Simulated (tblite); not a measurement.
Species: C2H6NSSi (doublet state).
SMILES with atom numbers: `[CH2:1][C:2](=[S:3])[SiH2:4][NH2:5]` (hydrogens: H6, H7 on C1; H8, H9 on Si4; H10, H11 on N5)
Bond orders are those of one Lewis drawing.

Computed with GFN2-xTB (tblite), gas phase: L-BFGS steps from a force-field or distance-geometry start until the largest atomic force falls under 0.01 eV/Å.

Step 44: E = -413.1135 eV
```
atom  x, y, z in Å  |  force x, y, z in eV/Å
C1      1.6152   -0.4861   -0.6011    0.004  -0.009   0.022
C2      1.0744    0.3083    0.3270    0.003   0.017  -0.003
S3      1.9625    1.0884    1.5597    0.014  -0.001  -0.004
Si4    -0.7880    0.7315    0.3338   -0.026  -0.006  -0.001
N5     -1.5264   -0.6905   -0.2913   -0.005  -0.005  -0.017
H6      1.0004   -0.9355   -1.3619    0.022  -0.008   0.014
H7      2.6709   -0.7069   -0.6190    0.001  -0.001  -0.014
H8     -1.0242    1.7966   -0.6385   -0.010   0.008  -0.003
H9     -1.1726    1.1389    1.6884    0.010   0.000   0.011
H10    -1.3071   -1.5831    0.1229   -0.005   0.004  -0.015
H11    -2.4996   -0.6591   -0.5460   -0.008   0.001   0.011
```

Step 45: E = -413.1136 eV
```
atom  x, y, z in Å  |  force x, y, z in eV/Å
C1      1.6142   -0.4871   -0.6007    0.000  -0.007   0.027
C2      1.0741    0.3092    0.3262   -0.012   0.017   0.000
S3      1.9615    1.0901    1.5586    0.016   0.001  -0.004
Si4    -0.7894    0.7321    0.3345    0.004  -0.001  -0.010
N5     -1.5253   -0.6899   -0.2924   -0.006  -0.004  -0.018
H6      0.9988   -0.9375   -1.3603    0.020  -0.009   0.009
H7      2.6693   -0.7092   -0.6181    0.007  -0.001  -0.015
H8     -1.0243    1.7986   -0.6366   -0.013   0.007  -0.004
H9     -1.1720    1.1393    1.6891    0.005  -0.001   0.019
H10    -1.3025   -1.5829    0.1187   -0.006   0.000  -0.013
H11    -2.4990   -0.6601   -0.5450   -0.015  -0.001   0.009
```

Step 46: E = -413.1137 eV
```
atom  x, y, z in Å  |  force x, y, z in eV/Å
C1      1.6133   -0.4883   -0.5997   -0.003  -0.004   0.026
C2      1.0738    0.3106    0.3251   -0.023   0.012   0.005
S3      1.9608    1.0920    1.5573    0.018   0.004  -0.005
Si4    -0.7908    0.7326    0.3350    0.030   0.006  -0.015
N5     -1.5245   -0.6894   -0.2941   -0.008   0.006  -0.020
H6      0.9979   -0.9399   -1.3584    0.014  -0.010   0.005
H7      2.6681   -0.7116   -0.6174    0.013   0.001  -0.011
H8     -1.0248    1.8010   -0.6346   -0.015   0.004  -0.003
H9     -1.1713    1.1394    1.6901    0.001  -0.003   0.021
H10    -1.2982   -1.5826    0.1141   -0.004  -0.011  -0.009
H11    -2.4988   -0.6611   -0.5434   -0.023  -0.003   0.006
```

Step 47: E = -413.1139 eV
```
atom  x, y, z in Å  |  force x, y, z in eV/Å
C1      1.6124   -0.4903   -0.5980   -0.004   0.000   0.019
C2      1.0733    0.3128    0.3233   -0.028   0.000   0.011
S3      1.9598    1.0948    1.5553    0.020   0.009  -0.006
Si4    -0.7923    0.7334    0.3353    0.050   0.013  -0.017
N5     -1.5234   -0.6885   -0.2970   -0.009   0.012  -0.016
H6      0.9974   -0.9438   -1.3557    0.005  -0.010   0.001
H7      2.6668   -0.7148   -0.6165    0.017   0.005  -0.002
H8     -1.0260    1.8045   -0.6316   -0.018  -0.001  -0.001
H9     -1.1704    1.1389    1.6919   -0.002  -0.008   0.015
H10    -1.2929   -1.5822    0.1075   -0.002  -0.015  -0.007
H11    -2.4992   -0.6622   -0.5404   -0.028  -0.003   0.002
```

Q: Estimate the geometry and energy of step 48. (The exact step hangs on the optimiser's Hessian estimate; all steps are aligned on step 47, rigid shifts and turns removed.)

A: E = -413.1141 eV, largest force 0.053 eV/Å
```
atom  x, y, z in Å  |  force x, y, z in eV/Å
C1      1.6126   -0.4926   -0.5960   -0.003   0.003   0.007
C2      1.0728    0.3155    0.3206   -0.022  -0.017   0.020
S3      1.9584    1.0982    1.5529    0.022   0.014  -0.008
Si4    -0.7932    0.7341    0.3349    0.049   0.015  -0.014
N5     -1.5233   -0.6874   -0.3007   -0.013   0.023  -0.008
H6      0.9991   -0.9489   -1.3530   -0.004  -0.009  -0.001
H7      2.6671   -0.7175   -0.6152    0.015   0.011   0.009
H8     -1.0280    1.8086   -0.6283   -0.019  -0.006   0.001
H9     -1.1695    1.1367    1.6937    0.000  -0.014   0.001
H10    -1.2895   -1.5816    0.1008    0.003  -0.019  -0.005
H11    -2.5012   -0.6623   -0.5357   -0.028   0.000  -0.002
```

The energy changes by -0.0002 eV. The first-order estimate −F·Δx gives -0.0003 eV and the mean of the old and new forces, exact on a quadratic surface, -0.0002 eV. The step makes an angle of 77° with the force vector and moves no atom by more than 0.008 Å.

The cost below is that of the whole relaxation. The run took 0.57 s on Arm Neoverse V1, one thread, no GPU, shared host with 64 logical CPUs at a one-minute load of 31.
